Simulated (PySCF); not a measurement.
## Distorted geometries of [Ce(NH2)4]−

[Ce(NH2)4]− (singlet in the valence; each metal's 4f electrons, 1 of them, lie in its core potential, out of spins and levels). PySCF 2.14.0, RKS TPSS, Ce lcecp-1-SVP with ECP47, N def2-SVP, H def2-SVP; non-relativistic Hamiltonian with scalar-relativistic core potentials where named; density fitting; no spin-orbit coupling. Relaxed geometry:

```xyz
13

Ce    0.0003    0.0000    0.0000
N     1.4289    1.2996    1.3988
H     1.4207    1.4868    2.4112
H     2.2973    1.7427    1.0615
N    -1.4286   -1.3984    1.2996
H    -2.2963   -1.0599    1.7432
H    -1.4221   -2.4109    1.4866
N     1.4289   -1.2996   -1.3988
H     2.2973   -1.7427   -1.0615
H     1.4207   -1.4868   -2.4112
N    -1.4286    1.3984   -1.2996
H    -1.4221    2.4109   -1.4866
H    -2.2963    1.0599   -1.7432
```

Order these distorted geometries by energy above the relaxed one, lowest first.
A.
```xyz
13

Ce   -0.0139    0.0852    0.0620
N     1.6368    1.6054    1.5196
H     1.6434    1.4943    2.4784
H     2.3283    1.9730    1.2106
N    -1.4963   -1.3461    1.2440
H    -2.4565   -1.0886    1.8943
H    -1.5119   -2.5109    1.2247
N     1.2660   -1.5428   -1.5478
H     2.1156   -1.6986   -0.8206
H     1.5941   -1.5688   -2.2852
N    -1.3068    1.2083   -1.4796
H    -1.3704    2.3462   -1.4531
H    -2.4285    1.0434   -2.0472
```
B.
```xyz
13

Ce    0.0272   -0.1036   -0.1060
N     1.4176    1.3081    1.4280
H     1.2733    1.4451    2.5081
H     2.4490    1.9002    1.0418
N    -1.4296   -1.5011    1.2105
H    -2.2738   -1.0404    1.6174
H    -1.2473   -2.3474    1.5052
N     1.3038   -1.3712   -1.4652
H     2.4579   -1.7959   -0.9502
H     1.3832   -1.4447   -2.2902
N    -1.6211    1.5089   -1.2092
H    -1.5251    2.3191   -1.4217
H    -2.2151    1.1229   -1.8686
```
C.
```xyz
13

Ce    0.0167    0.0054    0.0419
N     1.4367    1.3294    1.3881
H     1.4321    1.4447    2.4027
H     2.3372    1.7594    1.0479
N    -1.4282   -1.4189    1.3074
H    -2.3144   -1.0546    1.7544
H    -1.4457   -2.4667    1.4869
N     1.4076   -1.2885   -1.3942
H     2.3187   -1.7606   -1.0744
H     1.4274   -1.4454   -2.4356
N    -1.4570    1.4292   -1.2419
H    -1.4342    2.4013   -1.4993
H    -2.2969    1.0656   -1.7839
```

C (0.14 eV), B (4.97 eV), A (5.32 eV).

Which forces (eV/Å) act in the one that lies 5.32 eV up?


```
Ce    1.57  -0.85  -0.30
N   -13.28  -7.11   1.17
H     0.30  -0.14   2.94
H    11.94   6.35  -4.96
N    -2.79  -2.43   2.02
H     3.08  -0.92  -2.08
H    -0.05   3.53   0.09
N    -6.70   1.38  21.12
H    -1.82   0.17  -1.92
H     7.99  -0.60 -17.93
N    -4.68   3.04  -2.15
H     0.37  -2.75  -0.08
H     4.06   0.31   2.09
```
Forces carry noise of the integration grid, about 0.01 to 0.03 eV/Å.

No frequency check is given that shows the relaxed geometry to be a minimum. An lcecp potential fixes the number of 4f electrons, so in runs with it no electron can move into or out of that shell.
